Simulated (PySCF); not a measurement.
# Hartree-Fock beside MP2: BClH2OSi

All numbers below are calculated, not measured. They come from PySCF 2.14.0, an open-source quantum chemistry program, on an isolated molecule that a program drew, which may never have been made. The molecule is BClH2OSi (charge 0, singlet), drawn as the SMILES string `OB[Si]Cl`.

The geometry was optimised and harmonic frequencies were computed with HF and MP2, all in the cc-pV(D+d)Z basis, for the commonest isotopes, with a restricted reference for singlets and an unrestricted one otherwise, and a frozen core in MP2. Each result is a local minimum of its method.

Geometry at the HF minimum:
```xyz
6
BClH2OSi, angstrom
O    -0.8958    1.6859   -1.6731
B    -0.9708    0.3414   -1.5847
Si    0.2061   -1.0776   -2.5495
Cl   -1.1669   -1.3499   -4.1433
H    -0.2392    2.0274   -2.2601
H    -1.8202   -0.0766   -0.8349
```

Lengths of the bonds as drawn, in Å (atoms numbered as above):
```
   bond     HF    MP2
  O1-B2  1.349  1.367
 B2-Si3  2.081  2.074
Si3-Cl4  2.121  2.113
  O1-H5  0.945  0.967
  B2-H6  1.208  1.216
```

Rotational constants, in GHz:
| constant | HF | MP2 |
|---|---|---|
| A | 8.544 | 8.268 |
| B | 2.367 | 2.445 |
| C | 1.978 | 2.014 |

Harmonic frequencies in cm^-1, each column in rising order, so a row needn't be the same motion in every method:
| rank | HF | MP2 |
|---|---|---|
| 1 | 61 | 68 |
| 2 | 149 | 136 |
| 3 | 244 | 221 |
| 4 | 496 | 507 |
| 5 | 527 | 511 |
| 6 | 640 | 623 |
| 7 | 891 | 877 |
| 8 | 1056 | 999 |
| 9 | 1242 | ? |
| 10 | 1372 | 1313 |
| 11 | 2644 | 2591 |
| 12 | 4165 | 3852 |

**Estimate the missing MP2 frequency from the HF column.**

A single factor s that minimises the squared misfit of MP2 against s times HF over the other rows is sum(HF x MP2) / sum(HF^2) = 0.9445, with an rms misfit of 42 cm^-1. For rank 9 it gives 0.9445 x 1242 = 1173 cm^-1. The calculation gives 1193 cm^-1, 20 cm^-1 above the estimate. The drawn bonds are on average 0.7 % longer in MP2 than in HF.
